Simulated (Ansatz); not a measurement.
Reaction (redistribution): `[AlH2][InH][Cl]` + `C#[C][SnH]([CH3])[CH3]` → `[CH3][SnH]([CH3])[AlH2]` + `C#[C][InH][Cl]`

Calculated with Ansatz (gas phase, PBE0-D4/def2-TZVP geometries, no zero-point term in ΔE). CBS: MP2 limit from def2 TZ/QZ plus the TZ coupled-cluster correction, frozen cores. Functionals use def2-TZVPP. B3LYP here is the variant with VWN-RPA as its local correlation; programs differ in this. def2 core potentials past Kr. For In, Sn outer-core shells are correlated without core-valence functions, which leaves a few kJ/mol of doubt a bond.

`[AlH2][InH][Cl]`:

Z-matrix (Å, degrees):
```
Al
In 1 2.658
H 1 1.587 2 119.9
H 1 1.587 2 119.9 3 177.3
Cl 2 2.378 1 104.7 3 -88.6
H 2 1.720 1 146.0 3 91.3
```

`C#[C][SnH]([CH3])[CH3]`:

```xyz
13

C     0.976    2.282    1.829
C     0.446    1.557    1.022
Sn   -0.452    0.271   -0.366
C     1.087   -0.444   -1.662
C    -1.371   -1.313    0.733
H     1.443    2.925    2.540
H    -1.613    1.188   -1.224
H     1.567    0.395   -2.165
H     0.668   -1.117   -2.411
H     1.835   -0.981   -1.078
H    -1.861   -2.010    0.053
H    -0.612   -1.847    1.306
H    -2.112   -0.906    1.421
```

`[CH3][SnH]([CH3])[AlH2]`:

Cartesian coordinates in Å:
```
C 0.452 -0.560 1.895
Sn 0.385 -0.292 -0.241
C -1.580 -0.887 -0.898
Al 1.068 2.157 -1.038
H 1.444 -0.321 2.279
H -0.278 0.091 2.378
H 0.217 -1.597 2.141
H 1.489 -1.435 -0.914
H -1.765 -1.919 -0.599
H -1.659 -0.813 -1.982
H -2.337 -0.247 -0.444
H 0.654 2.693 -2.478
H 1.909 3.130 -0.100
```

`C#[C][InH][Cl]`:

Cartesian coordinates in Å:
```
C 0.264 -0.853 -1.794
C 0.162 -0.297 -0.727
In 0.017 0.678 1.095
Cl -1.749 -0.099 2.400
H 0.346 -1.349 -2.735
H 0.961 1.919 1.761
```

```
             level  ΔE (kJ/mol)  difference from CCSD(T)/CBS
            PBE-D4         16.6                          1.4
         r2SCAN-D4         15.5                          0.3
           PBE0-D4         15.3                          0.1
          B3LYP-D4         18.5                          3.3
           ωB97X-V         14.7                         -0.5
           ωB97M-V         15.5                          0.3
            B2PLYP         16.1                          0.9
               PBE         16.5                          1.3
            r2SCAN         15.4                          0.2
              PBE0         15.2                          0.0
             B3LYP         18.4                          3.2
     HF/def2-TZVPP         16.1                          0.9
    MP2/def2-TZVPP         13.3                         -1.9
SCS-MP2/def2-TZVPP         14.7                         -0.5
   CCSD/def2-TZVPP         14.5                         -0.7
CCSD(T)/def2-TZVPP         13.3                         -1.9
     HF/def2-QZVPP         16.4                          1.2
    MP2/def2-QZVPP         14.4                         -0.8
SCS-MP2/def2-QZVPP         15.6                          0.4
      HF/CBS(def2)         16.4                          1.2
     MP2/CBS(def2)         15.1                         -0.1
    CCSD/CBS(def2)         16.3                          1.1
       CCSD(T)/CBS         15.2                            0
```

Largest T1 diagnostic among the species: 0.014.
